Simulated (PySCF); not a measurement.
Mo(O)2(Cl)2 anion (Cl2MoO2), SMILES [O]=[Mo](=[O])([Cl])[Cl] (connectivity only; charge and spin as stated), charge -1, multiplicity 2. Atoms are numbered in the order given.

```xyz
5

Mo     0.0000     0.0000     0.4415
O      0.0000     1.4573     1.3471
O      0.0000    -1.4573     1.3471
Cl     1.7648     0.0000    -1.1794
Cl    -1.7648     0.0000    -1.1794
```
Charge -1, spin multiplicity 2.

Geometry: B3LYP-D3(BJ)/def2-SVPD. The spin state was assumed, not searched. The isomer is the one that the SMILES or the coordinates give; other isomers of the formula were not compared. The def2 effective core potentials stand for the cores of Mo; spin–orbit coupling is left out.

These are M06-2X/def2-SVPD run with PySCF values and carry that method's errors.

Isolated molecule, no solvent.

```yaml
total_energy: -1138.73438 hartree
point_group: C2v
"α spin, highest occupied and lowest empty level": -3.16 and 3.22 eV
"β spin, highest occupied and lowest empty level": -5.61 and 2.80 eV
dipole_moment_about_the_centre_of_nuclear_charge: 0.20 D
mean_static_polarisability: 79.7 bohr³ (11.81 Å³)
polarisability_principal_values: 74.9, 81.5, 82.6 bohr³
"⟨S²⟩": 0.759 (pure state 0.75)
```
